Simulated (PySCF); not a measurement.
Species: C6H13PS.
Numbering: `[CH3:1][CH2:2][P:3]1[CH2:4][CH2:5][S:6][CH2:7][CH2:8]1`

NICS = −σ at a ghost point: NICS(0) at the centroid of the ring atoms, NICS(1) 1 Å to either side along the normal of their mean plane, zz for the tensor component along that normal. Level: GIAO B97-2/pcSseg-1 (PySCF, non-relativistic, gas phase) on the PBE0-D3(BJ)/def2-SVP geometry, one conformer.

Ring bond lengths (Å): P3–C4 1.861, C4–C5 1.523, C5–S6 1.816, S6–C7 1.816, C7–C8 1.523, C8–P3 1.863.

Q: Give the NICS values of each ring in ppm.

A: 
| ring | type | NICS(0) | NICS(1), two faces | NICS(1)zz, two faces | rms pucker (Å) | centre to ring atoms, mean (Å) |
| --- | --- | --- | --- | --- | --- | --- |
| P3–C4–C5–S6–C7–C8 | 6-membered ring with P and S; formal bonds all single | -3.4 | -2.7 / -2.0 | 3.5 / 5.9 | 0.30 | 1.65 |

Q: What can be read from them?

A: 
- P3–C4–C5–S6–C7–C8: mean NICS(1)zz 4.7 ppm, deshielded. C4, C5, C7, C8 have four or more neighbours; no verdict on aromaticity is drawn.

Q: At the first NICS(1) probe listed for ring P3–C4–C5–S6–C7–C8, 1 Å off the ring, how large is the induced field along the normal in 14.1 T applied along it?

A: NICSzz × B0 = 3.5 ppm × 14.1 T = 49 μT, along the applied field.

Q: How shielded are the nuclei of the rings and their hydrogens (means over atoms taken as equivalent)?

A: 
```csv
atoms,environment,σ isotropic (ppm)
P3,phosphine phosphorus,369.3
C4 (×2),sp3 carbon bound to phosphorus,152.4
C5 (×2),sp3 carbon bound to sulfur,150.8
S6,sulfide sulfur,492.1
H on C4 (×4),methylene hydrogen,29.82
H on C5 (×4),methylene hydrogen,28.77
```

Q: How do the values depend on the level or the medium?

A: 
```
                                 level  NICS(0), P3–C4–C5–S6–C7–C8  mean NICS(1)zz, P3–C4–C5–S6–C7–C8
                   B97-2/pcSseg-1, gas                        -3.4                                4.7
                    PBE0/pcSseg-1, gas                        -3.5                                4.7
        PBE0/pcSseg-1, IEF-PCM acetone                        -3.3                                4.7
PBE0/pcSseg-1, IEF-PCM tetrahydrofuran                        -3.4                                4.7
```

The geometry is the same throughout; the continuum's cavity takes Bondi-type radii × 1.2.

Time: 36 s wall; peak memory 1.0 GiB. Hardware: an Arm Neoverse V2 with one thread, no GPU, shared host with 96 logical CPUs at a one-minute load of 37. This is the whole shielding run at B97-2/pcSseg-1, SCF included.
